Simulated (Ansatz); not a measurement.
Wavefunction ladder for CH$_{3}$Cl$_{2}$Y, SMILES `[CH3][Y]([Cl])[Cl]`

```xyz
7

C     0.978   -0.001   -0.538
Y    -1.068   -0.137    0.534
Cl   -3.008    0.591   -0.781
Cl   -0.959   -0.560    2.948
H     1.659   -0.816   -0.258
H     0.897   -0.006   -1.633
H     1.501    0.929   -0.272
```

The species carries charge 0 and has multiplicity 1. Correlated methods include outer-core shells of Y, which these sets cover unevenly. Y takes the def2 core potential. All single points use the PBE0-D4/def2-TZVP geometry. Frozen core, restricted reference, the Gaussian-basis code of Ansatz.

```tsv
basis	HF (Eh)	MP2 corr.	CCSD corr.	(T)	CCSD(T) total
def2-SVP	?	-0.57795	?	-0.01581	?
def2-TZVPP	?	?	-0.85659	-0.03365	?
def2-QZVPP	-996.76332	-0.90901	–	–	–
```

(1) Fill in the withheld values. (Estimate.)

## Answers

(1) The calculation gave: def2-SVP HF (Eh): -996.37044; def2-SVP CCSD corr.: -0.62195; def2-SVP CCSD(T) total: -997.00820; def2-TZVPP HF (Eh): -996.73313; def2-TZVPP MP2 corr.: -0.80764; def2-TZVPP CCSD(T) total: -997.62337.
